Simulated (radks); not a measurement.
Species: O4+. Configuration: [He] 2s2.

Calculated with a radial shooting solver on a logarithmic mesh with Libxc functionals: scalar-relativistic Kohn-Sham, LDA (Slater exchange, Perdew-Wang correlation), spin-unpolarised, spherical densities, finite nucleus; Fermi nuclear charge, rms radius 2.6991 fm.

Energy parts (hartree):
| part | energy |
|---|---|
| total | -67.86615 |
| kinetic | 67.76168 |
| electron-nucleus | -146.94420 |
| Hartree | 16.79869 |
| exchange-correlation | -5.48232 |

Orbitals (lengths in bohr, moments of r in powers of bohr):
orbital	occ.	eigenvalue (hartree)	<r>	<1/r>
1s	2	-22.65473	0.1997	7.615
2s	2	-3.75807	0.9334	1.569

The highest occupied level is 2s at -102.26 eV. The density falls to 0.001 e/bohr^3 at r = 2.13 bohr.
